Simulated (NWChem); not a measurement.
System: C3H7NSi; SMILES NC=C=C[SiH3]

The following NWChem deck was run.

```
start job
memory heap 200 mb stack 900 mb global 1100 mb
geometry units angstroms noautosym nocenter noautoz
  N      0.615850     2.705601    -0.213519
  C     -0.224446     1.792378     0.422658
  C     -0.559157     0.586356     0.008072
  C     -0.819833    -0.650211    -0.352627
  Si     0.312345    -2.086681     0.064508
  H      0.318145     3.670212    -0.114141
  H      0.809338     2.485445    -1.184459
  H     -0.592034     2.115606     1.404982
  H     -1.741733    -0.860373    -0.919346
  H     -0.410398    -3.108138     0.887122
  H      0.777308    -2.774393    -1.182170
  H      1.496741    -1.589690     0.824158
end
basis spherical
  * library 6-31g*
end
dft
  xc pbe0
  iterations 150
end
cosmo
  do_cosmo_smd true
  solvent acetntrl
end
task dft energy
```

Excerpt of the output:

```
             Northwest Computational Chemistry Package (NWChem) 7.3.0
             --------------------------------------------------------

                             Geometry "geometry" -> ""
                             -------------------------

 Output coordinates in angstroms (scale by  1.889725989 to convert to a.u.)

  No.       Tag          Charge          X              Y              Z
 ---- ---------------- ---------- -------------- -------------- --------------
    1 N                    7.0000     0.61585000     2.70560100    -0.21351900
    2 C                    6.0000    -0.22444600     1.79237800     0.42265800
    3 C                    6.0000    -0.55915700     0.58635600     0.00807200
    4 C                    6.0000    -0.81983300    -0.65021100    -0.35262700
    5 Si                  14.0000     0.31234500    -2.08668100     0.06450800
    6 H                    1.0000     0.31814500     3.67021200    -0.11414100
    7 H                    1.0000     0.80933800     2.48544500    -1.18445900
    8 H                    1.0000    -0.59203400     2.11560600     1.40498200
    9 H                    1.0000    -1.74173300    -0.86037300    -0.91934600
   10 H                    1.0000    -0.41039800    -3.10813800     0.88712200
   11 H                    1.0000     0.77730800    -2.77439300    -1.18217000
   12 H                    1.0000     1.49674100    -1.58969000     0.82415800

 Effective nuclear repulsion energy (a.u.)     192.1455742689

                                 NWChem DFT Module
                                 -----------------

 Summary of "ao basis" -> "ao basis" (spherical)
 ------------------------------------------------------------------------------
       Tag                 Description            Shells   Functions and Types
 ---------------- ------------------------------  ------  ---------------------
 N                           6-31g*                  6       14   3s2p1d
 C                           6-31g*                  6       14   3s2p1d
 Si                          6-31g*                  8       18   4s3p1d
 H                           6-31g*                  2        2   2s

 in cosmo_initialize ...
 calling solv_data for solv:acetntrl

 solvent parameters
 solvname_short: acetntrl
 solvname_long:  acetonitrile
 dielec:       35.6880
 dielecinf:     1.8069
 nonaqueous SMD model solvent descriptors
 dielec:       35.6880
 sola:          0.0700
 solb:          0.3200
 solc:          0.0000
 solg:         41.2500
 solh:          0.0000
 soln:          1.3442

          ---------------
          -cosmo- solvent
          ---------------
 Cosmo: York-Karplus, doi: 10.1021/jp992097l
 dielectric constant -eps-     =  35.69
 screen = (eps-1)/(eps    )    =   0.97198
 surface charge correction     = lagrangian

   van der Waals surface
 --------------------------

[...]

                                COSMO-SMD solvation results
                                ---------------------------

             internal energy in gas <Psi(g)|H|Psi(g)> =      -462.342761694756
         internal energy in solvent <Psi(s)|H|Psi(s)> =      -462.341441478943
                               delta internal energy  =         0.001320215813 (    0.83 kcal/mol)
   total free energy in solvent <Psi(s)|H+V/2|Psi(s)> =      -462.353302703446
 polarization energy contribution <Psi(s)|V/2|Psi(s)> =        -0.011861224503 (   -7.44 kcal/mol)
    total free energy in solvent including G(SMD-CDS) =      -462.351895642341
                       G(SMD-CDS) energy contribution =         0.001407061105 (    0.88 kcal/mol)
     1 M fixed-concentration free energy of solvation =        -0.009133947585 (   -5.73 kcal/mol)

                       DFT Final Molecular Orbital Analysis
                       ------------------------------------

 Vector   21  Occ=2.000000D+00  E=-3.426323D-01
              MO Center=  2.2D-01,  1.4D+00, -1.3D-02, r^2= 4.3D+00
   Bfn.  Coefficient  Atom+Function         Bfn.  Coefficient  Atom+Function
  ----- ------------  ---------------      ----- ------------  ---------------
     3      0.331159   1 N  px                7      0.265598   1 N  px
     5      0.213052   1 N  pz               17      0.193401   2 C  px
    45     -0.175663   4 C  px               18     -0.162110   2 C  py
     9      0.154064   1 N  pz               63      0.153337   5 Si px
    21      0.147049   2 C  px                6      0.116484   1 N  s

 Vector   22  Occ=2.000000D+00  E=-2.804117D-01
              MO Center= -5.5D-01, -2.5D-01, -1.1D-01, r^2= 3.0D+00
   Bfn.  Coefficient  Atom+Function         Bfn.  Coefficient  Atom+Function
  ----- ------------  ---------------      ----- ------------  ---------------
    47      0.332359   4 C  pz               33      0.292222   3 C  pz
    51      0.245906   4 C  pz               31     -0.183364   3 C  px
    37      0.182371   3 C  pz               45     -0.180975   4 C  px
    84     -0.168604  10 H  s                86      0.159313  11 H  s
    49     -0.137095   4 C  px               35     -0.133643   3 C  px

 Vector   23  Occ=2.000000D+00  E=-2.119800D-01
              MO Center= -5.0D-02,  1.3D+00, -1.8D-02, r^2= 3.4D+00
   Bfn.  Coefficient  Atom+Function         Bfn.  Coefficient  Atom+Function
  ----- ------------  ---------------      ----- ------------  ---------------
     3      0.317711   1 N  px                7      0.314396   1 N  px
    31     -0.288952   3 C  px               35     -0.233105   3 C  px
    17     -0.223577   2 C  px                5      0.180439   1 N  pz
     9      0.171104   1 N  pz               21     -0.153735   2 C  px
    33     -0.147217   3 C  pz               32      0.144264   3 C  py

 Vector   24  Occ=0.000000D+00  E=-1.813217D-03
              MO Center= -4.4D-01,  8.0D-02, -3.5D-02, r^2= 3.9D+00
   Bfn.  Coefficient  Atom+Function         Bfn.  Coefficient  Atom+Function
  ----- ------------  ---------------      ----- ------------  ---------------
     6      0.441001   1 N  s                51     -0.376564   4 C  pz
    37      0.366532   3 C  pz               33      0.359713   3 C  pz
    80     -0.315858   8 H  s                86     -0.312583  11 H  s
    84      0.302851  10 H  s                47     -0.268286   4 C  pz
    69     -0.262737   5 Si pz               35     -0.257787   3 C  px

 Vector   25  Occ=0.000000D+00  E= 3.620404D-02
              MO Center=  9.2D-02, -6.9D-01,  1.1D-01, r^2= 6.9D+00
   Bfn.  Coefficient  Atom+Function         Bfn.  Coefficient  Atom+Function
  ----- ------------  ---------------      ----- ------------  ---------------
    68      0.698739   5 Si py               67     -0.597449   5 Si px
    48     -0.496257   4 C  s                21      0.342093   2 C  px
    35     -0.289809   3 C  px               50      0.264343   4 C  py
    17      0.259626   2 C  px               31     -0.241222   3 C  px
    82     -0.240028   9 H  s                69     -0.236767   5 Si pz

 Vector   26  Occ=0.000000D+00  E= 5.760898D-02
              MO Center= -7.0D-02, -7.5D-01,  1.7D-02, r^2= 6.4D+00
   Bfn.  Coefficient  Atom+Function         Bfn.  Coefficient  Atom+Function
  ----- ------------  ---------------      ----- ------------  ---------------
    68      0.843938   5 Si py               48     -0.635259   4 C  s
    82      0.514487   9 H  s                50      0.465264   4 C  py
    67     -0.406890   5 Si px               84      0.399227  10 H  s
    86      0.329926  11 H  s                35      0.313278   3 C  px
    62     -0.294442   5 Si s                21     -0.280701   2 C  px

     Multipole analysis of the density
     ---------------------------------

     L   x y z        total         alpha         beta         nuclear
     -   - - -        -----         -----         ----         -------
     0   0 0 0     -0.000000    -23.000000    -23.000000     46.000000

     1   1 0 0     -0.356171      0.085974      0.085974     -0.528120
     1   0 1 0      1.021417      0.477185      0.477185      0.067047
     1   0 0 1     -0.369073      0.199793      0.199793     -0.768659

     2   2 0 0    -30.295979    -46.189346    -46.189346     62.082712
     2   1 1 0     -0.556418     -2.994662     -2.994662      5.432906
     2   1 0 1     -0.834626     -0.819066     -0.819066      0.803506
     2   0 2 0    -22.290816   -334.014830   -334.014830    645.738845
     2   0 1 1     -0.800664      0.253225      0.253225     -1.307114
     2   0 0 2    -27.467717    -30.329640    -30.329640     33.191563
```

Level: PBE0/6-31G* (spherical d), SMD on the gas-phase geometry. The geometry was optimised at PBE0/def2-SVP. No frequency run checked for a minimum. Solvent: acetonitrile.
